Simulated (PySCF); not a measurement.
# Static response to an electric field

Compound: C5H9NO2.
Structure used (GFN2-xTB), in Å, numbered top down from 1:
```xyz
17
C5H9NO2 angstrom
C      2.7285   -0.0483   -0.5494
N      1.4198   -0.3505   -0.0215
C      0.4389    0.5758    0.0671
O      0.5738    1.7277   -0.2793
C     -0.8513    0.0213    0.6515
C     -1.6139   -1.0001   -0.2086
O     -2.7505   -0.1453   -0.2839
C     -2.0941    0.8936    0.4508
H      2.7285    1.0036   -0.8294
H      3.4997   -0.2224    0.2032
H      2.9427   -0.6582   -1.4287
H      1.2388   -1.2970    0.2720
H     -0.6793   -0.2974    1.6806
H     -1.1813   -1.1860   -1.1979
H     -1.8516   -1.9535    0.2740
H     -1.9096    1.7799   -0.1623
H     -2.6461    1.1688    1.3521
```

Level: B3LYP/def2-SVPD (PySCF), static field, nuclei fixed, core orbitals frozen in the response. The polarisability tensor in these axes (au):

```
x   85.31 -3.76 -4.84
y   -3.76 74.66  0.64
z   -4.84  0.64 60.01
```

Give the principal values, the mean and the anisotropy Δα = √{½[(α1 − α2)² + (α2 − α3)² + (α1 − α3)²]}.

Principal values 59.11, 73.52 and 87.36 au; mean 73.33 au = 10.87 Å³ = 12.09 × 10⁻⁴⁰ C²·m²/J; Δα = 24.46 au (33 % of the mean).

What is the dipole moment, and where does it point?

(2.38, -3.40, 1.48) D, 4.41 D in size, pointing from the negative to the positive side. Measured along this direction, the outermost atoms are H16 at the negative end and H10 at the positive end.

Along which axes do the principal values lie, and how far do the nuclei extend along each?

Largest value along (0.94, -0.29, -0.17), where the nuclei span 6.39 Å; middle along (0.28, 0.96, -0.06), 4.24 Å; least along (0.18, 0.00, 0.98), 2.93 Å. The response follows the extents in order.

Find the Langevin capture rate constant for NH4+ (18.034 u) meeting this molecule (115.063 u), k = 2.342 × 10⁻⁹ cm³/s × √(α in Å³ / reduced mass in u).

The reduced mass is 15.59 u, so k = 1.96 × 10⁻⁹ cm³/s. The formula leaves out the permanent dipole, which adds to the capture rate.

What would n − 1 = 2πNα be for an ideal gas of these molecules at 400 K and 1 atm, electronic part alone?

N = p/kT = 1.8347 × 10¹⁹ cm⁻³, so n − 1 = 2π × N × 10.87 × 10⁻²⁴ cm³ = 1253 × 10⁻⁶ at long wavelengths, for an ideal gas.

Estimate the molar refractivity from the static electronic polarisability.

Lorentz–Lorenz: R = (4π/3)N_A α = 2.5225 cm³/(mol·Å³) × 10.87 Å³ = 27.4 cm³/mol, in the limit of long wavelengths.

Form Σ f/ω² (atomic units) for the 8 lowest TDDFT singlets, given as eV and f, and set it beside the mean polarisability, which is this sum over all singlets: 5.73, 0.0010; 6.13, 0.0028; 6.34, 0.0024; 6.39, 0.0025; 6.50, 0.0025; 6.85, 0.0047; 6.97, 0.1089; 7.14, 0.0073.

They add up to 2.05 au, 2.8 % of the 73.33 au; the largest single term is 1.66 au, from the state at 6.97 eV. Terms in order: 0.02, 0.05, 0.04, 0.05, 0.04, 0.07, 1.66, 0.11 au. Higher excitations give the rest. The strengths listed sum to 0.132.

Isolated species at its GFN2-xTB geometry (one conformer only).
